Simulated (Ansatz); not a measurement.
`[OH][Ga]([OH])[OH]` and `C[O][Ga]([OH])[OH]` differ in one atom or group.

Ansatz, PBE0-D4/def2-TZVP geometries, multiplicity 1. Each molecule was computed in one conformer, which needn't be the lowest.

Scalar relativity is left out up to krypton.

```json
{"property": "size of the dipole moment (ωB97M-V/def2-TZVPP) / D", "`[OH][Ga]([OH])[OH]`": "0.00"}
{"property": "HOMO–LUMO gap (ωB97M-V/def2-TZVPP) / eV", "`[OH][Ga]([OH])[OH]`": "12.32"}
{"property": "LUMO energy (B3LYP/def2-TZVPP) / eV", "`[OH][Ga]([OH])[OH]`": "-1.28"}
{"property": "LUMO energy (PBE0/def2-TZVPP) / eV", "`[OH][Ga]([OH])[OH]`": "-0.89"}
{"property": "HOMO–LUMO gap (B3LYP/def2-TZVPP) / eV", "`[OH][Ga]([OH])[OH]`": "7.40"}
{"property": "LUMO energy (ωB97M-V/def2-TZVPP) / eV", "`[OH][Ga]([OH])[OH]`": "0.87"}
```

Give the same properties after the change, and the shifts. (Best estimate.)

The calculation gave: 
```json
{"property": "size of the dipole moment (ωB97M-V/def2-TZVPP) / D", "`C[O][Ga]([OH])[OH]`": "0.20", "shift": "0.20"}
{"property": "HOMO–LUMO gap (ωB97M-V/def2-TZVPP) / eV", "`C[O][Ga]([OH])[OH]`": "11.37", "shift": "-0.95"}
{"property": "LUMO energy (B3LYP/def2-TZVPP) / eV", "`C[O][Ga]([OH])[OH]`": "-1.19", "shift": "0.09"}
{"property": "LUMO energy (PBE0/def2-TZVPP) / eV", "`C[O][Ga]([OH])[OH]`": "-0.81", "shift": "0.08"}
{"property": "HOMO–LUMO gap (B3LYP/def2-TZVPP) / eV", "`C[O][Ga]([OH])[OH]`": "6.56", "shift": "-0.84"}
{"property": "LUMO energy (ωB97M-V/def2-TZVPP) / eV", "`C[O][Ga]([OH])[OH]`": "0.96", "shift": "0.09"}
```

With PBE0 the HOMO rises by 0.98 eV and the LUMO rises by 0.08 eV, so the gap narrows by about 0.90 eV. PBE moves the HOMO by 0.82 eV and ωB97M-V by 1.04 eV.

B3LYP here is the variant with VWN-RPA as its local correlation; programs differ in this.
